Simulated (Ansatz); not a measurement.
Computed with Ansatz on PBE0-D4/def2-TZVP structures; ΔE is electronic, products minus reactants. CBS: MP2 limit from def2 TZ/QZ plus the TZ coupled-cluster correction, frozen cores. This one scheme is used for every species. DFT in def2-TZVPP. Elements past krypton have def2 core potentials. For Te outer-core shells are correlated without core-valence functions, which leaves a few kJ/mol of doubt a bond.

Reaction (hydrogenolysis of a Te–C bond): `CC(C)[TeH]` + H₂ → H₂Te + `CCC`

```tsv
level	ΔE (kJ/mol)	difference from CCSD(T)/CBS
BLYP-D4	-46.7	-1.8
BHLYP-D4	-61.6	-16.7
PBE-QIDH	-56.4	-11.5
r2SCAN	-55.8	-10.9
BHLYP	-76.5	-31.6
HF/def2-TZVPP	-89.5	-44.6
CCSD/def2-TZVPP	-60.3	-15.4
CCSD(T)/def2-TZVPP	-52.0	-7.1
MP2/def2-QZVPP	-34.5	10.4
MP2/CBS(def2)	-31.7	13.2
CCSD(T)/CBS	-44.9	0
```

**Question.** What do rigid-rotor, harmonic-oscillator terms from PBE0-D4/def2-TZVP frequencies (298.15 K, 1 bar) make of the CCSD(T)/CBS value? (Best estimate.)

**Answer.** Computed: ΔZPE = +13.7 kJ/mol, ΔH = -34.8 kJ/mol, ΔS = 29 J/(mol·K), ΔG = -43.3 kJ/mol.

Largest T1 diagnostic among the species: 0.010.

At CCSD(T), def2-SVP lies −25.8 kJ/mol from the extrapolated value and def2-TZVPP −7.1 kJ/mol. From r2SCAN to r2SCAN0 (25 % exact exchange), in def2-TZVPP and without D4, ΔE moves by −5.7 kJ/mol.
